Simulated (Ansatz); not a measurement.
CHBCl2O (`ClC1(Cl)BO1`), one more setting.

```yaml
crystal:
  periodic: [false, false, false]
  atoms:
    - {symbol: Cl, position_ang: [-0.809521, -1.721389, -0.846563]}
    - {symbol: C, position_ang: [0.100993, -0.519185, 0.023191]}
    - {symbol: Cl, position_ang: [1.303777, -1.214306, 1.072433]}
    - {symbol: B, position_ang: [-0.304862, 0.929248, 0.087385]}
    - {symbol: O, position_ang: [0.607980, 0.548946, -0.817383]}
    - {symbol: H, position_ang: [-0.856267, 1.912684, 0.434738]}
basis:
  gaussian: {orbitals: pcseg-2, fitting: {mean_field: def2-universal-jkfit}}
hamiltonian: {xc: {name: wB97X}}
accuracy: high
```

```sh
$ ansatz run in.yaml --threads 2 --pin off --events-out ev --progress --plain --max-ram 4352MiB
```

Shortened log:

```
Functional definition: wB97X
  name "wB97X"
  cite "Chai & Head-Gordon, J. Chem. Phys. 128, 084106 (2008) doi:10.1063/1.2834918"
  cite "Becke, J. Chem. Phys. 107, 8554 (1997) doi:10.1063/1.475007"
  parameter omega = 0.3/bohr
  parameter cx = 0.157706
  parameter cx1 = 0.726479
  parameter cx2 = 1.04760
  parameter cx3 = -5.70635
  parameter cx4 = 13.2794
  parameter css1 = -4.33879
  parameter css2 = 18.2308
  parameter css3 = -31.7430
  parameter css4 = 17.2901
  parameter cos1 = 2.37031
  parameter cos2 = -11.3995
  parameter cos3 = 6.58405
  parameter cos4 = -3.78132
  # The coefficients of nought are those of the uniform gas.
  exchange = spin_sum(e_x_unif_sr(omega)*poly(b97_u_x, 1 - cx, cx1, cx2, cx3, cx4)) + cx*exact_x_sr(omega)
      + exact_x_lr(omega)
  correlation = spin_sum(e_c_pw_same_spin*poly(b97_u_same, 1, css1, css2, css3, css4))
      + integral(e_c_pw_opposite_spin*poly(b97_u_opposite, 1, cos1, cos2, cos3, cos4))
501 factors; integrals over basis functions are off by at most 1.0e0 eV
501 factors; integrals over basis functions are off by at most 6.5e-7 eV
mean field evaluation 1: about -28819.2188 eV, gradient 4.4e1 eV
mean field evaluation 2: about -28816.9710 eV, gradient 6.0e1 eV
mean field evaluation 4: about -28822.7719 eV, gradient 1.1e0 eV
mean field evaluation 8: about -28822.7819 eV, gradient 4.9e-2 eV
mean field evaluation 16: about -28822.7819 eV, gradient 2.6e-5 eV
mean field -28822.78194087 eV, -1059.2176995436 hartree, gradient 7.1e-8 eV, S^2 0.000000; 0 other end points of the search recorded, 0 dependent functions left out
reference -28822.78193773 eV, -1059.2176994283 hartree; 27, 27 occupied and 145, 145 virtual orbitals, 501 factors
Total energy: -28822.78193773 eV, -1059.2176994283 hartree
```

Hardware: 2 threads of an AMD EPYC 7B13 on a shared host. Wall time 17 s, peak host memory 0.56 GiB.
